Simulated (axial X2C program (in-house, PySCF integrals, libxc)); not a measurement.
## Levels of ZnIn by electron attachment to ZnIn⁺ (EOM-EA-CCSD)

Computed with an in-house all-electron X2C program for linear molecules (integrals from PySCF): two-component X2C with atomic mean-field Coulomb and Gaunt terms, Gaussian nuclei, basis In dyall-acv3z, Zn dyall-acv3z with contracted cores.

R = 2.885 Å (near the PBE0 minimum at charge 0 of the determinant lowest at the starting distance; the state shown can have its own minimum elsewhere).

Hartree–Fock spinors of ZnIn⁺ (one of each Kramers pair; a window near the gap, which can cut inner shells):

| ω | occupied | ε (eV) | character |
| --- | --- | --- | --- |
| 3/2 | yes | -26.58 | 100% Zn d |
| 1/2 | yes | -26.17 | 100% Zn d |
| 5/2 | yes | -26.17 | 100% Zn d |
| 3/2 | yes | -26.16 | 100% Zn d |
| 1/2 | yes | -17.14 | 65% In s, 17% Zn s, 10% Zn p |
| 1/2 | yes | -12.77 | 46% Zn s, 27% In p, 16% In s |
| 1/2 | no | -4.59 | 72% In p, 21% Zn p, 5% Zn d |
| 3/2 | no | -4.43 | 72% In p, 22% Zn p, 5% Zn d |
| 1/2 | no | -4.26 | 41% In p, 37% Zn p, 11% Zn s |
| 1/2 | no | -2.35 | 50% Zn p, 27% In d, 14% In p |
| 3/2 | no | -2.30 | 48% Zn p, 28% In d, 14% In p |
| 1/2 | no | -2.13 | 44% Zn s, 30% In s, 11% Zn p |

Levels of ZnIn obtained by attaching an electron to ZnIn⁺:

| Ω | binding energy (eV) | above lowest (cm⁻¹) | attached spinor | one-particle weight |
| --- | --- | --- | --- | --- |
| 1/2 | 5.285 | 0 | 71% In pπ, 18% Zn pπ | 0.94 |
| 3/2 | 5.137 | 1201 | 74% In pπ, 21% Zn pπ | 0.95 |
| 1/2 | 4.903 | 3086 | 38% In pσ, 36% Zn pσ, 11% Zn sσ | 0.95 |
| 1/2 | 3.013 | 18325 | 53% Zn pπ, 25% In dπ, 13% In pπ | 0.92 |
| 3/2 | 2.954 | 18804 | 52% Zn pπ, 26% In dπ, 13% In pπ | 0.92 |
| 1/2 | 2.376 | 23468 | 41% Zn sσ, 32% In sσ, 12% Zn pσ | 0.98 |
| 1/2 | 2.055 | 26057 | 46% In pσ, 29% Zn pσ, 13% Zn sσ | 0.95 |

(1) Take the first Ω = 1/2 and Ω = 3/2 rows of π character: how far apart are they, and which lies lower?

This point took 20 s on 1 thread of Arm Neoverse V2, with other jobs on the host.

Reference electrons by ω block (each with its −ω partner): 1/2: 25, 3/2: 11, 5/2: 3. 14 electrons of ZnIn⁺ correlated (inner shells frozen), 92 natural virtual spinors (a truncated set); levels can be off by some tenths of an eV. Roots sought by Ω: (1/2: 5, 3/2: 4, 5/2: 2, 7/2: 1); the list ends where they run out and leaves out roots under 60 % one-particle weight. The solver can skip a root, and states that need a further excitation, which the method places far too high, are missing though they may lie low or lowest. T1 of the reference 0.019 (Lee–Taylor). The reference was not checked to be the lowest state of its species. Number of frozen shells: In 4 s, 3 p, 2 d; Zn 3 s, 2 p.

Answers

(1) E(3/2) − E(1/2) = 1201 − 0 = 1201 cm⁻¹ at EOM-EA-CCSD: regular, Ω = 1/2 lower. Splittings at this level can be off by ten to twenty per cent.
